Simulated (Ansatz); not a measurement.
Abridged output of a molecular run in Ansatz:

```
Functional definition: HF
1418 factors; integrals over basis functions are off by at most 1.5e-3 eV
mean field evaluation 1: about -70602.0540 eV, gradient 3.9e1 eV
mean field evaluation 2: about -70602.2579 eV, gradient 3.9e1 eV
mean field evaluation 4: about -70606.1415 eV, gradient 4.5e0 eV
mean field evaluation 8: about -70606.2486 eV, gradient 1.9e-1 eV
mean field -70606.24907783 eV, -2594.7317949756 hartree, gradient 1.9e-6 eV, S^2 0.000000; 0 other end points of the search recorded, 0 dependent functions left out
21 core orbitals not correlated: weight in the atoms' cores, before any rotation towards them, 1.000 or more for the frozen orbitals, at most 0.000 for the correlated occupied ones
reference -70606.24907783 eV, -2594.7317949756 hartree; 26, 26 occupied and 90, 90 virtual orbitals, 1418 factors
second order -27.53414838 eV of doubles, -0.00000000 eV of singles
cycle   1  -27.00909090 eV  change    5.3e-1 eV  update   1.6e-1
cycle   2  -27.88223276 eV  change   -8.7e-1 eV  update   5.4e-2
cycle   3  -28.09299995 eV  change   -2.1e-1 eV  update   3.1e-2
cycle   4  -28.08509860 eV  change    7.9e-3 eV  update   1.1e-2
cycle   5  -28.07491905 eV  change    1.0e-2 eV  update   6.3e-3
cycle   6  -28.07588204 eV  change   -9.6e-4 eV  update   2.1e-3
cycle   7  -28.07556797 eV  change    3.1e-4 eV  update   1.1e-3
cycle   8  -28.07526211 eV  change    3.1e-4 eV  update   5.3e-4
cycle   9  -28.07541923 eV  change   -1.6e-4 eV  update   3.0e-4
cycle  10  -28.07560659 eV  change   -1.9e-4 eV  update   1.6e-4
cycle  11  -28.07546986 eV  change    1.4e-4 eV  update   6.7e-5
cycle  12  -28.07547969 eV  change   -9.8e-6 eV  update   3.1e-5
perturbative correction -1.00411098 eV, -0.0369003978 hartree
Total energy: -70635.32866849 eV, -2595.8004502216 hartree
```

Its atoms:

```xyz
10

S    -1.005    1.624   -0.414
C    -0.036    0.369   -0.821
Te    0.604    0.193   -2.786
C     0.411   -0.668    0.181
O    -0.027   -0.519    1.445
Zn   -1.126    0.885    1.961
H     1.472   -1.192   -2.480
H     1.518   -0.667    0.115
H     0.105   -1.638   -0.259
H    -1.916    1.613    3.058
```

Q: Which basis set was used?
A. def2-TZVPPD
B. def2-SVP
C. def2-QZVPP
D. def2-SVPD

A: B. It gives 137 functions.

Q: Write the keys of the input that set method, charge and spin (a neutral closed shell needs none for the last two).

A: 
```yaml
correlation: {method: ccsd_t, frozen_orbitals: {C: 1, H: 0, O: 1, S: 5, Te: 4, Zn: 9}}
```
